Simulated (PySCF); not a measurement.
## Germanium: highly charged ions in a basis for the neutral atom

Ge⁵⁺ [Ar] 3d9, Ge⁶⁺ [Ar] 3d8. Calculation: PySCF 2.14, in x2c-SVPall (5s4p3d, 32 functions); scalar relativity by spin-free X2C-1e. No spin-orbit coupling, so a gap to NIST mixes the basis error with missing relativistic terms.

Changed run: basis of the neutral atom used for a highly charged ion. This setting is unsound on purpose.

```
species  method  sound run (hartree)  changed run (hartree)  converged
   Ge⁵⁺     UHF              not run            -2089.77731        yes
   Ge⁵⁺   B3LYP              not run            -2091.20863        yes
   Ge⁵⁺    BP86              not run            -2091.45759        yes
   Ge⁶⁺     UHF              not run            -2085.55470        yes
   Ge⁶⁺   B3LYP              not run            -2086.89714        yes
   Ge⁶⁺    BP86              not run            -2087.14529        yes
```

Ionisation energy of Ge⁵⁺:

```
method  changed run (eV)     NIST (eV)
   UHF            114.90  115.9 ± 0.12
 B3LYP            117.32  115.9 ± 0.12
  BP86            117.34  115.9 ± 0.12
```

The contracted functions were made for the neutral atom and can be too rigid for a highly charged ion.
